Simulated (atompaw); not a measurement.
erbium: one change to a PAW (atompaw) potential, before and after

```json
{
  "Element": "Er (Z = 68)",
  "Generator": "atompaw 4.2.0.5",
  "Type": "PAW",
  "Functional": "LDA (PW92)",
  "Relativity": "scalar-relativistic",
  "Frozen core": "[Kr] 4d10 5s2",
  "Valence charge": "20",
  "Reference configuration": "4f12 5p6 5d0 6s1.5 6p0 (charge +0.5)",
  "Partial waves": "6s (bound): rc 3.00 bohr; 6s channel at 2.4 Ry: rc 3.00 bohr; 5p (bound): rc 2.65 bohr; 6p (bound, empty): rc 3.00 bohr; 5d (bound, empty): rc 3.00 bohr; 5d channel at 0.95 Ry: rc 3.00 bohr; 4f (bound): rc 1.10 bohr; 4f channel at 0.2 Ry: rc 1.10 bohr",
  "Local potential": "vpsmatchnc scheme with l = 4 at 0.5 Ry, radius 1.95 bohr",
  "Core correction": "smooth core density matched at 2.85 bohr",
  "Augmentation charge": "sinc compensation charge, radius 2.25 bohr; PAW radius 3.00 bohr; waves and projectors: custom polynom2 7 10 vanderbiltortho"
}
```

All-electron outer shells of the reference configuration (LDA (PW92), scalar-relativistic, ld1.x):

```csv
shell,level (eV),outermost node (bohr),outermost maximum (bohr)
4d,-168.37,0.25,0.51
5s,-55.24,0.60,1.11
5p,-29.73,0.65,1.28
6s,-6.57,1.51,3.22
4f,-6.53,–,0.51
5d,-3.86,0.73,2.05
6p,-3.30,1.85,4.34
```

Change: local potential vpsmatchnc scheme with l = 4 at 0.5 Ry, radius 1.48 bohr.

Cutoffs: the cutoffs (Ry, on a coarse ladder) from which the occupation-weighted sum of valence levels, in a spherical-Bessel basis at the reference potential, stays within 10 and 1 mRy of its value at 400 Ry; they do not see the model core or the augmentation charge, which bear on the density cutoff.

Task: What does the change do?

Result: The bound ghosts move from s to p, s; the range in which the s phases agree widens (upper end 2.9 → 4.3); the range in which the p phases agree widens (upper end 0.3 → 2.8). A state that the projectors do not describe sees the local part alone, so a deeper or shallower local part can create or remove a ghost.

| quantity | base | changed |
| --- | --- | --- |
| bound ghosts | s | s, p |
| s: phases at 3.00 bohr within 0.05 rad from the reference energy up to (Ry; the scan ends near 5) | 2.9 | 4.3 |
| p: phases at 3.00 bohr within 0.05 rad from the reference energy up to (Ry; the scan ends near 5) | 0.3 | 2.8 |
| d: phases at 3.00 bohr within 0.05 rad from the reference energy up to (Ry; the scan ends near 5) | 2.1 | 1.8 |
| f: phases at 3.00 bohr within 0.05 rad from the reference energy up to (Ry; the scan ends near 5) | to the end of the scan | to the end of the scan |
| lowest overlap eigenvalue by channel | s 0.39, p 0.72, d 0.88, f 0.98 | s 0.19, p 0.72, d 0.88, f 0.97 |

 A true bound ghost makes a file unfit for plane-wave use even where its test errors are small: the radial tests pick states by their node count and pass the ghost by. The cutoffs see the waves, projectors and local potential, not the compensation charge or the core.
